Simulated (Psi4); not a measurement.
Pair of molecules, SMILES [H][H] with SMILES CC(C)=O (the first has 2 atoms); geometry from B3LYP-D3(BJ)/def2-TZVP.
(charge 0, multiplicity 1):
```xyz
12

H     -0.34820    -0.23172    -0.37030
H     -0.25523    -0.43205     0.34241
C      0.47785    -0.27660     5.14180
C      0.28825     0.02247     3.67150
C      0.35029     1.47823     3.26713
O      0.09688    -0.85735     2.86396
H      1.46926     0.05266     5.46381
H     -0.24951     0.27831     5.73944
H      0.36991    -1.34316     5.32350
H      0.25221     1.57435     2.18874
H     -0.45184     2.03452     3.75927
H      1.29207     1.92417     3.59618
```

All values below come from SAPT0/jun-cc-pV(D+d)Z (Psi4).

**Question.** Which attractive term is largest, and how does the interaction split up?

**Answer.** electrostatics -52.8, exchange 65.5, induction -16.4, dispersion -25.4, total -29.1 meV; the largest attraction is electrostatics.
